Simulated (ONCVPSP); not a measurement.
# Building the ONCV potential for platinum (Pt) (LDA (Perdew-Wang 92), scalar-relativistic).

ONCVPSP 4.0.1 input, shortened (lines: element, Z, core and valence counts, functional; n l f; lmax; l rc ep ncon nbas qcut; lloc lpopt rc5 dvloc0; l nproj debl; icmod fcfact rcfact), LDA (Perdew-Wang 92), scalar-relativistic:

```
  Pt 78.00   10    3  -001012      upf
    1    0    2.00
    2    0    2.00
    2    1    6.00
    3    0    2.00
    3    1    6.00
    3    2   10.00
    4    0    2.00
    4    1    6.00
    4    2   10.00
    4    3   14.00
    5    0    2.00
    5    1    6.00
    5    2    9.00
    2
    0    1.40    0.00    4    8    7.10
    1    2.46    0.00    4    7    8.00
    2    1.95    0.00    4    8    7.80
    4    5    1.15    6.00
    0    1    2.60
    1    2    3.50
    2    1    1.80
    1    0.60    0.00
```

In the p channel the program set the typed energies aside and used -2.375, 0.050 Ha.

Poles of the logarithmic derivatives, all-electron (AE) and pseudo (PS). s: poles at -3.1 (AE) and -3.1, 4.7 (PS) Ha. p: poles at -2.3, 1.6 (AE) and -2.3, 1.6 (PS) Ha. d: poles at 0.2 (AE) and 0.2 (PS) Ha. Test radii: s 1.42, p 2.50, d 1.98 bohr.

- Cutoffs needed: 23 Ha and 73 Ha (the cutoffs (Ha) at which the residual kinetic energy of the hardest occupied pseudo-wave falls to 1 and 0.1 mHa per electron)
- Ghost test: no bound ghost flagged; no localised positive-energy state flagged
- Largest excitation error: +324 meV (all-electron minus pseudo) for 5s2 5p5 5d9 6s1, out of 4 test configurations
- rms error of d²Exc/dni dnj: 9.13 mHa without and 1.05 mHa with the model core
